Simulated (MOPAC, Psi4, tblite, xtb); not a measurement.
Two rigid molecules brought together: C3H8 ··· H3Al (SMILES CCC and [AlH3]), singlet. Monomers: optimised at B3LYP-D3(BJ) (def2-TZVP), held rigid. Orientation: lowest of the rigid-body minima from ten starts at GFN2-xTB. The monomers approach along the line of their centres of mass (distance R); nothing else relaxes.

Geometry at R = 2.90 Å (first 11 atoms: monomer A):
```
15

C     -1.2717    -0.0528     0.2189
C      0.0520     0.5801    -0.2021
C      1.2331    -0.3777    -0.0690
H     -2.1026     0.6477     0.1164
H     -1.2364    -0.3782     1.2616
H     -1.4981    -0.9305    -0.3917
H      0.2374     1.4728     0.4027
H     -0.0223     0.9248    -1.2378
H      1.3505    -0.7139     0.9643
H      2.1691     0.0937    -0.3744
H      1.0891    -1.2660    -0.6891
Al    -0.3850    -0.8778    -2.7369
H     -0.5145    -2.3516    -2.1817
H      1.0294    -0.3141    -3.1594
H     -1.6700     0.0322    -2.8695
```

Levels: B3LYP/def2-TZVP, counterpoise-corrected (Psi4); GFN1-xTB (xtb); GFN2-xTB (tblite); AM1, restricted, heats of formation (MOPAC); HF/aug-cc-pVDZ, counterpoise-corrected (Psi4).

Interaction energies in kcal/mol (negative: bound); R is the distance of the centres of mass, d the H8···Al12 distance.

```json
[
 {"R / Å": "2.34", "d / Å": "1.92", "B3LYP/def2-TZVP": "22.62", "GFN1-xTB": "11.60", "GFN2-xTB": "-1.87", "AM1": "11.02", "HF/aug-cc-pVDZ": "33.15"},
 {"R / Å": "2.47", "d / Å": "2.02", "B3LYP/def2-TZVP": "15.36", "GFN1-xTB": "4.42", "GFN2-xTB": "-5.81", "AM1": "4.43", "HF/aug-cc-pVDZ": "23.60"},
 {"R / Å": "2.73", "d / Å": "2.23", "B3LYP/def2-TZVP": "6.79", "GFN1-xTB": "-3.77", "GFN2-xTB": "-9.13", "AM1": "-1.61", "HF/aug-cc-pVDZ": "11.66"},
 {"R / Å": "2.90", "d / Å": "2.37", "B3LYP/def2-TZVP": "3.86", "GFN1-xTB": "-6.24", "GFN2-xTB": "-9.43", "AM1": "-2.73", "HF/aug-cc-pVDZ": "7.21"},
 {"R / Å": "3.13", "d / Å": "2.57", "B3LYP/def2-TZVP": "1.76", "GFN1-xTB": "-7.46", "GFN2-xTB": "-8.64", "AM1": "-2.12", "HF/aug-cc-pVDZ": "3.67"},
 {"R / Å": "3.27", "d / Å": "2.70", "B3LYP/def2-TZVP": "1.10", "GFN1-xTB": "-7.50", "GFN2-xTB": "-7.80", "AM1": "-1.41", "HF/aug-cc-pVDZ": "2.40"},
 {"R / Å": "3.62", "d / Å": "3.01", "B3LYP/def2-TZVP": "0.41", "GFN1-xTB": "-6.58", "GFN2-xTB": "-5.54", "AM1": "-0.14", "HF/aug-cc-pVDZ": "0.80"},
 {"R / Å": "3.92", "d / Å": "3.29", "B3LYP/def2-TZVP": "0.27", "GFN1-xTB": "-5.48", "GFN2-xTB": "-3.90", "AM1": "0.24", "HF/aug-cc-pVDZ": "0.31"},
 {"R / Å": "4.43", "d / Å": "3.76", "B3LYP/def2-TZVP": "0.22", "GFN1-xTB": "-3.84", "GFN2-xTB": "-1.98", "AM1": "0.24", "HF/aug-cc-pVDZ": "0.07"},
 {"R / Å": "5.12", "d / Å": "4.42", "B3LYP/def2-TZVP": "0.15", "GFN1-xTB": "-2.25", "GFN2-xTB": "-0.77", "AM1": "0.07", "HF/aug-cc-pVDZ": "0.03"},
 {"R / Å": "6.09", "d / Å": "5.36", "B3LYP/def2-TZVP": "0.06", "GFN1-xTB": "-0.90", "GFN2-xTB": "-0.24", "AM1": "0.00", "HF/aug-cc-pVDZ": "0.02"},
 {"R / Å": "7.38", "d / Å": "6.62", "B3LYP/def2-TZVP": "0.02", "GFN1-xTB": "-0.20", "GFN2-xTB": "-0.07", "AM1": "0.00", "HF/aug-cc-pVDZ": "0.01"}
]
```

Lowest grid point: B3LYP/def2-TZVP 0.02 kcal/mol at R = 7.38 Å; GFN1-xTB -7.50 kcal/mol at R = 3.27 Å; GFN2-xTB -9.43 kcal/mol at R = 2.90 Å; AM1 -2.73 kcal/mol at R = 2.90 Å; HF/aug-cc-pVDZ 0.01 kcal/mol at R = 7.38 Å.
